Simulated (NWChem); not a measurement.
System: BiH₃O; SMILES [OH][BiH2]

The following NWChem deck was run.

```
start job
memory heap 200 mb stack 900 mb global 1100 mb
geometry units angstroms noautoz
  Bi     0.017513     0.174483     0.000000
  H     -1.268456     0.335799    -1.266349
  H     -1.268456     0.335799     1.266349
  O      0.098536    -1.927505     0.000000
  H     -0.795484    -2.290758     0.000000
end
basis spherical
  * library def2-svp
end
ecp
  Bi library def2-ecp
end
dft
  xc xwpbe 1.00 cpbe96 1.0 hfexch 1.00
  cam 0.05 cam_alpha 0.0 cam_beta 1.0
  iterations 150
  vectors input atomic output neutral.movecs
end
task dft energy
charge 1
dft
  odft
  mult 2
  vectors input atomic output cation.movecs
end
task dft energy
```

Geometry: optimised at PBE0/def2-SVP. def2 effective core potentials on Bi; no spin-orbit coupling.

Ions are spin-unrestricted doublets at the neutral geometry; other ion states weren't tried. Functional: LC-ωPBE (HJS hole) with def2-SVP; the question gives the range parameter ω in 1/bohr.

Predict the main results of this run. (LC-wPBE (HJS exchange hole, range parameter 0.05 per bohr)/def2-SVP with def2 effective core potentials on Bi, vertical spin-unrestricted ions.) Quantities: vertical ionisation energy, ΔSCF (eV); −ε(HOMO) (eV).


```json
{
  "vertical ionisation energy, ΔSCF (eV)": "9.79",
  "−ε(HOMO) (eV)": "6.77"
}
```
